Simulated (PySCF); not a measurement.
C5H7O, SMILES C1[CH]C(CC1)=O, multiplicity 2. Geometry optimised at PBE-D3(BJ)/def2-SVP. The isomer is the one that the SMILES or the coordinates give; other isomers of the formula were not compared. The values are those of a single conformer.

Computed equilibrium geometry at PBE-D3(BJ)/def2-SVP (PySCF confirms it by a frequency run) as bond lengths and angles (one conformer of several):
Atoms: O1 C2 C3 C4 C5 C6 H7 H8 H9 H10 H11 H12 H13. Bond lengths (Å): O1–C2 1.235, C2–C3 1.454, C2–C6 1.542, C3–C4 1.486, C3–H7 1.100, C4–C5 1.554, C4–H8 1.112, C4–H9 1.120, C5–C6 1.538, C5–H10 1.110, C5–H11 1.107, C6–H12 1.113, C6–H13 1.107. Bond angles (°): O1–C2–C3 126.8, O1–C2–C6 126.1, C3–C2–C6 107.1, C2–C3–C4 111.5, C2–C3–H7 122.6, C4–C3–H7 125.9, C3–C4–C5 104.2, C3–C4–H8 113.5, C3–C4–H9 109.8, C5–C4–H8 113.8, C5–C4–H9 110.9, H8–C4–H9 104.8, C4–C5–C6 104.9, C4–C5–H10 108.8, C4–C5–H11 112.6, C6–C5–H10 109.6, C6–C5–H11 113.8, H10–C5–H11 107.1, C2–C6–C5 104.7, C2–C6–H12 107.6, C2–C6–H13 110.9, C5–C6–H12 111.8, C5–C6–H13 115.0, H12–C6–H13 106.7.
Charge 0, spin multiplicity 2.
